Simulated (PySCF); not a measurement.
A side-by-side comparison of computed properties.

First species: C₇H₁₀OS.
InChI=1S/C7H10OS/c1-5(8)7(2)4-3-6(7)9/h3-4H2,1-2H3/t7-/m1/s1

Second species: C6H4N2.
Numbering: `[CH2:1]=[C:2]1[CH2:3][C:4]1([C:5]#[N:6])[C:7]#[N:8]` (hydrogens: H9, H10 on C1; H11, H12 on C3)

Structure used (GFN2-xTB), in Å, numbered top down from 1:
```
atom  x, y, z in Å
C1    -1.7978    0.0622   -0.8225
C2    -0.7624   -0.0182   -0.0338
C3    -0.1437   -0.1826    1.2682
C4     0.7328    0.0189    0.0145
C5     1.3864    1.2755   -0.1584
N6     1.8962    2.2904   -0.2901
C7     1.4566   -1.1017   -0.4922
N8     2.0236   -2.0103   -0.8927
H9    -1.6946    0.2149   -1.8839
H10   -2.7995   -0.0217   -0.4337
H11   -0.1215   -1.1640    1.7231
H12   -0.1748    0.6359    1.9753
```

Levels: PBE0/pcSseg-1 for dipole moment, HOMO energy, LUMO energy and HOMO–LUMO gap; GFN2-xTB for rotational constant A and rotational constant C. Geometries: GFN2-xTB. All species are isolated and taken at one optimised geometry, non-relativistic unless stated. Electronic properties by PySCF.

Dipoles, sizes and rotational constants follow the conformer. The torsions of the flexible species, by atom-mapped SMILES:
- `[CH3:1][C:2](=[O:3])[C@@:4]1([CH3:5])[CH2:6][CH2:7][C:8]1=[S:9]`: C1–C2–C4–C5 50°

```json
{"property": "dipole moment", "column X": "5.08 D", "column Y": "2.17 D"}
{"property": "HOMO energy", "column X": "-9.02 eV", "column Y": "-6.62 eV"}
{"property": "LUMO energy", "column X": "-1.31 eV", "column Y": "-2.36 eV"}
{"property": "HOMO–LUMO gap", "column X": "7.71 eV", "column Y": "4.26 eV"}
{"property": "rotational constant A", "column X": "2.347 GHz", "column Y": "1.743 GHz"}
{"property": "rotational constant C", "column X": "1.427 GHz", "column Y": "1.041 GHz"}
```

(1) Which column belongs to which species?

(2) How does each property change from the first species to the second?

Results:

(1) Column X is the second species and column Y the first. The first has 19 atoms and 76 electrons, the second 12 and 54.

(2) dipole moment +2.91 D; HOMO energy -2.40 eV; LUMO energy +1.05 eV; HOMO–LUMO gap +3.45 eV; rotational constant A +0.604 GHz; rotational constant C +0.386 GHz.

On the first: In atomic units the dipole is 0.85 e·bohr (1 au = 2.5417 D). A dipole of 2.17 D is allowed in C1, and pure rotational transitions are dipole-allowed.

On the second: In atomic units the dipole is 2.00 e·bohr (1 au = 2.5417 D).
